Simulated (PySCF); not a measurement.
# SMILES n1cc2cccc(Cl)c2[nH]1, C$_{7}$H$_{5}$ClN$_{2}$

Molfile (atoms numbered from 1):
```
C7H5ClN2
     RDKit          3D

 15 16  0  0  0  0  0  0  0  0999 V2000
   -0.3211    3.1520   -0.0086 Cl  0  0  0  0  0  0  0  0  0  0  0  0
   -0.5246    1.4299   -0.0086 C   0  0  0  0  0  0  0  0  0  0  0  0
   -1.7715    0.8502   -0.0213 C   0  0  0  0  0  0  0  0  0  0  0  0
   -1.9172   -0.5446   -0.0205 C   0  0  0  0  0  0  0  0  0  0  0  0
   -0.8327   -1.3874   -0.0079 C   0  0  0  0  0  0  0  0  0  0  0  0
    0.4428   -0.8172    0.0042 C   0  0  0  0  0  0  0  0  0  0  0  0
    1.7811   -1.2924    0.0181 C   0  0  0  0  0  0  0  0  0  0  0  0
    2.6302   -0.2983    0.0258 N   0  0  0  0  0  0  0  0  0  0  0  0
    1.9222    0.8355    0.0178 N   0  0  0  0  0  0  0  0  0  0  0  0
    0.5895    0.5936    0.0044 C   0  0  0  0  0  0  0  0  0  0  0  0
   -2.6495    1.4765   -0.0322 H   0  0  0  0  0  0  0  0  0  0  0  0
   -2.9160   -0.9534   -0.0302 H   0  0  0  0  0  0  0  0  0  0  0  0
   -0.9532   -2.4592   -0.0072 H   0  0  0  0  0  0  0  0  0  0  0  0
    2.1284   -2.3058    0.0220 H   0  0  0  0  0  0  0  0  0  0  0  0
    2.3870    1.7287    0.0223 H   0  0  0  0  0  0  0  0  0  0  0  0
  1  2  1  0
  2  3  1  0
  3  4  2  0
  4  5  1  0
  5  6  2  0
  6  7  1  0
  7  8  2  0
  8  9  1  0
  9 10  1  0
 10  2  2  0
 10  6  1  0
  3 11  1  0
  4 12  1  0
  5 13  1  0
  7 14  1  0
  9 15  1  0
M  END
```

Level of theory: GIAO HF/pcSseg-1 magnetisability, rotational g tensor and spin-rotation constants, non-relativistic, gas phase in PySCF 2.14.0. Geometry: GFN2-xTB.

(1) What are the magnetisability and the molar susceptibility?

(2) Split it along the inertial axes a, b, c into diamagnetic and paramagnetic parts about the centre of mass, with the quadrupole moment.

(3) And the rotational g tensor?

## Answers

(1) Isotropic -1722 × 10⁻³⁰ J/T², or -103.7 × 10⁻⁶ cm³/mol; principal values -2839, -1176, -1152 × 10⁻³⁰ J/T², anisotropy 1675 × 10⁻³⁰ J/T² (root of half the summed squared differences of the principal values). The susceptibility is in cgs units.

(2) 
| axis | χ (10⁻⁶ cm³/mol) | diamagnetic (10⁻⁶ cm³/mol) | paramagnetic (10⁻⁶ cm³/mol) | summed x² of all electrons (Å²) | quadrupole Θ (D Å) |
| --- | --- | --- | --- | --- | --- |
| a | -69.6 | -759.5 | 689.9 | 240.2 | +0.31 |
| b | -70.6 | -1080.3 | 1009.7 | 164.5 | +7.45 |
| c | -171.0 | -1717.0 | 1546.0 | 14.5 | -7.76 |

Anisotropies 2χaa − χbb − χcc = +102.4 and 2χbb − χaa − χcc = +99.3 × 10⁻⁶ cm³/mol. Θ is traceless in Buckingham's convention.

(3) 
| axis | rotational constant (GHz) | g | nuclear part | electronic part |
| --- | --- | --- | --- | --- |
| a | 1.8276 | -0.0380 | 0.5543 | -0.5924 |
| b | 1.1547 | -0.0257 | 0.5220 | -0.5477 |
| c | 0.7076 | +0.0205 | 0.5345 | -0.5140 |

Asymmetric top; isotopes 12C, 35Cl, 1H, 14N; no vibrational averaging.
